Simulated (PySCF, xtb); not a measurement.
W(O)2(Cl)(SH) (ClHO₂SW), SMILES [O]=[W](=[O])([SH])[Cl], multiplicity 1. One conformer was computed; it need not be the lowest.

Harmonic wavenumbers (cm⁻¹) from GFN2-xTB (xtb 6.7.1) at its own minimum, in rising order: 99, 137, 163, 173, 214, 250, 316, 351, 529, 852, 888, 2334.

Question: What does PBE-D3(BJ)/def2-SVP (PySCF) give at its own minimum? (An estimate is asked for; the answer gives what the named calculation found.)

Answer: 109, 145, 176, 209, 284, 314, 392, 406, 616, 965, 996, 2594. Paired by order, the mean absolute difference is 75 cm⁻¹ and the zero-point energies are 9.0 and 10.3 kcal/mol.
